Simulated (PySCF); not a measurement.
C4H9O, SMILES CC(C)(C)[O], multiplicity 2.

Geometry optimised at PBE0-D3(BJ)/def2-SVP. The isomer is the one that the SMILES or the coordinates give; other isomers of the formula were not compared.

The numbers are results of SMD-PBE0/6-31G* run with PySCF, not measurements.

Solvation free energies are E(SMD) − E(gas) at the gas-phase geometry, for 1 M in both phases. In vacuum the dipole moment is 1.94 D.

Computed solvation free energies in water, methanol, chloroform:
```json
[
 {"solvent": "water", "ΔG(solv) (kcal/mol)": "-1.8", "its non-electrostatic (CDS) part": "3.0", "dipole (D)": "2.78"},
 {"solvent": "methanol", "ΔG(solv) (kcal/mol)": "-4.1", "its non-electrostatic (CDS) part": "0.6", "dipole (D)": "2.75"},
 {"solvent": "chloroform", "ΔG(solv) (kcal/mol)": "-3.9", "its non-electrostatic (CDS) part": "-1.4", "dipole (D)": "2.35"}
]
```
